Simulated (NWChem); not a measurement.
Species: PbI cation, singlet; SMILES [Pb+][I]

```xyz
2

Pb     0.0000     0.0000    -1.0776
I      0.0000     0.0000     1.6461
```
Atoms are numbered in this order, from 1.

Low-valent species are run as closed-shell singlets; no triplet was tried in these runs. Coordinates come from a PBE-D3(BJ)/def2-SVP optimisation. def2 effective core potentials on I, Pb; no spin-orbit coupling.

Problem. List the 4 lowest vertical singlet excitations from BHandHLYP/def2-SVP with def2 effective core potentials on I, Pb, full TDDFT (NWChem).

Solution. 
| state | energy (eV) | oscillator strength | leading excitation (squared amplitude) |
|---|---|---|---|
| S1 | 3.19 | 0.000 | HOMO−1 → LUMO+1 (0.47) |
| S2 | 3.35 | 0.000 | HOMO−1 → LUMO (0.44) |
| S3 | 3.35 | 0.000 | HOMO−1 → LUMO+1 (0.44) |
| S4 | 3.75 | 0.006 | HOMO−2 → LUMO (0.74) |
